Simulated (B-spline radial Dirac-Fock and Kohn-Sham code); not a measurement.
**The Pr-like isoelectronic sequence (59 electrons), Z = 59 to 72**

Model: Dirac-Fock (average of configuration) total-energy differences with a finite nucleus, the Breit interaction including its frequency dependence, and self-energy and vacuum-polarisation corrections. Program: a B-spline atomic structure program. Binding energies in eV, tabulated ground configurations. The model has no electron correlation.

```tsv
ion	configuration	3s	3p1/2	3d3/2	4d5/2	outermost level	NIST ionisation energy
Pr	[Xe] 4f3 6s2	1511.6	1342.1	953.6	118.1	4.30 (4f)	–
Nd⁺	[Xe] 4f4 6s1	1590.1	1415.8	1011.3	131.0	9.98 (6s)	10.783 ± 0.02
Pm²⁺	[Xe] 4f5	?	?	?	?	?	?
Sm³⁺	[Xe] 4f5	1768.6	1584.4	1146.0	171.3	38.48 (4f)	41.64 ± 0.11
Eu⁴⁺	[Xe] 4f5	1870.6	1681.4	1225.0	200.0	60.41 (4f)	–
Gd⁵⁺	[Kr] 4d10 4f6 5s2 5p5	1967.5	1773.1	1298.3	224.3	78.15 (4f)	–
Tb⁶⁺	[Kr] 4d10 4f8 5s2 5p3	2058.1	1858.6	1365.0	243.2	90.59 (4f)	108 ± 5
Dy⁷⁺	[Kr] 4d10 4f9 5s2 5p2	2160.7	1956.1	1442.5	269.6	110.1 (4f)	127 ± 6
Ho⁸⁺	[Kr] 4d10 4f10 5s2 5p1	2266.4	2056.5	1522.3	297.1	130.7 (4f)	155 ± 8
Er⁹⁺	[Kr] 4d10 4f10 5s2 5p1	2385.4	2170.2	1614.2	333.3	159.6 (4f)	–
Tm¹⁰⁺	[Kr] 4d10 4f11 5s2	2497.8	2277.1	1698.8	363.4	182.6 (4f)	205 ± 10
Yb¹¹⁺	[Kr] 4d10 4f11 5s2	2624.9	2398.7	1796.9	403.0	214.9 (4f)	244 ± 12
Lu¹²⁺	[Kr] 4d10 4f11 5s2	2756.5	2524.8	1898.6	444.7	249.3 (4f)	276 ± 14
Hf¹³⁺	[Kr] 4d10 4f11 5s2	2892.8	2655.4	2003.7	488.3	285.7 (4f)	–
```

Q: Fill in the row of Pm²⁺.

A: 3s 1671.4, 3p1/2 1492.2, 3d3/2 1071.2, 4d5/2 145.1, outermost 19.23 (4f), NIST 22.44 ± 0.08 eV.

NIST's values are for the lowest levels; a dash marks a value that is missing or belongs to another shell. Their kind here: semi-empirical, theoretical. Where a p, d or f shell is open in either ion the computed value averages over both j values and all terms, while the table refers to the lowest levels; that difference holds spin-orbit splitting (largest in heavy or highly charged ions), term energies where several electrons share open shells, and correlation, and it can reach 10 % or more.
